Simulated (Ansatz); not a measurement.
The same path of C4H11ClSi (17 atoms, charge 0, multiplicity 1) was run twice with different band settings. The coordinate that changes most is the dihedral H7–C1–Si2–C3.

Computed with RKS LDA/STO-3G in Ansatz.

Relaxed end points:

```xyz
17
Properties=species:S:1:pos:R:3
C -1.441 -2.025 -1.328
Si -0.575 -1.099 0.036
C -0.100 0.618 -0.563
C 0.354 1.530 0.585
C 1.645 1.062 1.279
Cl 0.644 3.246 -0.066
H -2.351 -1.498 -1.647
H -0.791 -2.136 -2.206
H -1.733 -3.030 -0.995
H 0.616 -1.818 0.448
H -1.450 -0.960 1.187
H -0.967 1.082 -1.060
H 0.709 0.551 -1.308
H -0.459 1.655 1.332
H 2.461 0.972 0.545
H 1.475 0.074 1.741
H 1.943 1.776 2.062
```

```xyz
17
Properties=species:S:1:pos:R:3
C -1.419 -2.033 -1.342
Si -0.513 -1.130 0.012
C -0.170 0.640 -0.521
C 0.311 1.516 0.645
C 1.669 1.087 1.225
Cl 0.462 3.278 0.075
H -0.824 -2.062 -2.264
H -1.633 -3.068 -1.045
H -2.374 -1.543 -1.572
H 0.739 -1.801 0.307
H -1.315 -1.098 1.222
H -1.092 1.079 -0.934
H 0.590 0.657 -1.319
H -0.454 1.553 1.449
H 2.437 1.088 0.436
H 1.586 0.066 1.637
H 1.980 1.772 2.029
```

Common settings: spring 5.0 eV/Å²; optimiser quadratic models (default); start path through a guess of the saddle point; force threshold 0.05 eV/Å; iteration limit 60; end points relaxed.

| run | movable images | climbing image |
| --- | --- | --- |
| 1 | 5 | yes |
| 2 | 8 | no |

(1) What does each run give, and how far can it be trusted?

Answers

(1) Run 1: converged after 5 iterations, highest image 0.051 eV above the first end. A vibrational analysis at the climbing image gives one clearly imaginary mode, 142i cm⁻¹: a first-order saddle point.
Run 2: converged after 5 iterations, highest image 0.051 eV above the first end. No image climbed, so the highest image needn't sit at the top of the path.
Limits of this set-up: minimal basis.
